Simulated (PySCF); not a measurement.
Job for PySCF: U-HF/6-31G* on H4P2 (SMILES PP), a point of a bond scan (R = 3.938 Å).

```python
from pyscf import gto, scf, dft, mp
from pyscf.data.elements import chemcore

mol = gto.M(
    atom='''
    P    -0.98931421   -0.53589241    0.00725596
    P     2.47328553    1.33973102   -0.01813990
    H    -1.52762971    0.25159167   -1.04540375
    H    -1.54504892    0.31148207    1.00280738
    H     3.02902023    0.49235654   -1.01369132
    H     3.01160103    0.55224695    1.03451981
    ''',
    basis='6-31g*',
    cart=True,
    charge=0, spin=0, verbose=3, max_memory=1800)
mf = scf.UHF(mol)
mf.conv_tol = 1e-8
mf.max_cycle = 100
mf.init_guess_breaksym = True
mf.kernel()
if not mf.converged:
    mf = mf.newton().run(mf.mo_coeff, mf.mo_occ)
for _ in range(4):
    mo, _, stable, _ = mf.stability(return_status=True)
    if stable:
        break
    mf.kernel(mf.make_rdm1(mo, mf.mo_occ))
```

The log:

```
converged SCF energy = -683.612744246457  <S^2> = 2.1096806e-08  2S+1 = 1
<class 'pyscf.scf.uhf.UHF'> wavefunction has an internal instability
converged SCF energy = -683.699957490069  <S^2> = 0.99555227  2S+1 = 2.2320863
<class 'pyscf.scf.uhf.UHF'> wavefunction is stable in the internal stability analysis
```

The calculation finished and met its thresholds. Its determinant has ⟨S²⟩ = 1.00, a mixture of spin states.

Cost: very roughly 1.4 core-seconds.
